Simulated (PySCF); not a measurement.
Several orderings of computed values.

All species are isolated and taken at one optimised geometry, non-relativistic unless stated. Electronic properties by PySCF.

The conformers computed, where there is a choice (atom-mapped SMILES and torsion angles):
- `[CH:1]#[C:2][C@:3]([CH3:4])([Cl:5])[SiH2:6][CH3:7]`: C2–C3–Si6–C7 55°
- `[O:1]=[CH:2][C@@H:3]1[CH2:4][O:5][C@@H:6]1[CH2:7][OH:8]`: O1–C2–C3–C4 177°, O5–C6–C7–O8 -52°, H–O8–C7–C6 55°
- `[CH3:1][C@H:2]([OH:3])/[CH:4]=[CH:5]/[O:6][CH:7]=[O:8]`: C1–C2–C4–C5 -117°, C4–C5–O6–C7 -178°, C5–O6–C7–O8 0°, H–O3–C2–C1 -178°
- `[CH2:1]=[CH:2][O:3][CH2:4][O:5][C:6]([CH3:7])=[O:8]`: C1–C2–O3–C4 -1°, C2–O3–C4–O5 -79°, O3–C4–O5–C6 121°, C4–O5–C6–C7 -177°
- `[O:1]=[CH:2][C@@H:3]1[CH2:4][O:5][C@H:6]1[CH2:7][OH:8]`: O1–C2–C3–C4 -147°, O5–C6–C7–O8 49°, H–O8–C7–C6 -53°

The conformers of `OC1CCCCC1` and `COC1CCCC1` aren't listed.

(1) Rank by HOMO energy, lowest first (B3LYP/def2-SVPD at GFN2-xTB geometries).
A. `O=C[C@@H]1CO[C@@H]1CO`
B. `C1CCC(O)CC1`
C. `COC1CCCC1`
D. `C#C[C@](C)(Cl)[SiH2]C`

(2) By how much do the two ends of that ranking differ?

(3) Rank by dipole moment, highest first (B3LYP/def2-SVPD at GFN2-xTB geometries).
A. `[C@@H](C)(O)/C=C/OC=O`
B. `C#C[C@](C)(Cl)[SiH2]C`
C. `O=C[C@@H]1CO[C@H]1CO`
D. `C=COCOC(C)=O`

(4) Give the two extremes of that set in atomic units.

(5) Rank by lowest singlet excitation, lowest first (TDDFT B3LYP/def2-SVPD at GFN2-xTB geometries).
A. `C#C[C@](C)(Cl)[SiH2]C`
B. `COC1CCCC1`
C. `C=COCOC(C)=O`
D. `O=C[C@@H]1CO[C@@H]1CO`

(6) Rank by lowest triplet excitation (Tamm–Dancoff), highest first (TDA B3LYP/def2-SVPD at GFN2-xTB geometries).
A. `O=C[C@@H]1CO[C@H]1CO`
B. `C[C@H](O)/C=C/OC=O`
C. `C=COCOC(C)=O`
D. `COC1CCCC1`
E. `C[SiH2][C@@](C)(Cl)C#C`
F. `OC[C@H]1OC[C@H]1C=O`

(7) Give the two extremes of that set in kJ/mol.

(8) Rank by static isotropic polarisability, lowest first (B3LYP/def2-SVPD at GFN2-xTB geometries).
A. `O=C[C@@H]1CO[C@@H]1CO`
B. `C[C@H](O)/C=C/OC=O`
C. `C#C[C@](C)(Cl)[SiH2]C`
D. `C1(CCCC1)OC`
E. `C(=C)OCOC(C)=O`

(9) By how much do the two ends of that ranking differ?

(10) Rank by electronic spatial extent ⟨r²⟩ about the centre of nuclear charge, lowest first (B3LYP/def2-SVPD at GFN2-xTB geometries).
A. `O=C[C@@H]1CO[C@H]1CO`
B. `C(/[C@@H](O)C)=C\OC=O`
C. `C#C[C@](C)(Cl)[SiH2]C`
D. `O1C[C@@H](C=O)[C@H]1CO`
E. `C=COCOC(C)=O`

(11) Give the two extremes of that set in Å².

## Answers

(1) D (-7.45 eV), B (-7.32 eV), A (-7.19 eV), C (-6.98 eV).

(2) By 0.47 eV, between `COC1CCCC1` and `C#C[C@](C)(Cl)[SiH2]C`.

(3) C (2.25 D), B (1.63 D), D (1.34 D), A (0.97 D).

(4) `C[C@H](O)/C=C/OC=O`: 0.38 au; `O=C[C@@H]1CO[C@H]1CO`: 0.89 au.

(5) D (4.28 eV), A (5.42 eV), C (5.65 eV), B (6.57 eV).

(6) D (6.46 eV), E (4.90 eV), C (4.54 eV), B (4.18 eV), F (3.73 eV), A (3.59 eV).

(7) `O=C[C@@H]1CO[C@H]1CO`: 346 kJ/mol; `COC1CCCC1`: 624 kJ/mol.

(8) A (68.7 au), E (71.5 au), D (75.1 au), B (78.4 au), C (99.9 au).

(9) By 31.2 au, between `C#C[C@](C)(Cl)[SiH2]C` and `O=C[C@@H]1CO[C@@H]1CO`.

(10) D (854 bohr²), A (1019 bohr²), E (1043 bohr²), C (1154 bohr²), B (1479 bohr²).

(11) `O=C[C@@H]1CO[C@@H]1CO`: 239 Å²; `C[C@H](O)/C=C/OC=O`: 414 Å².
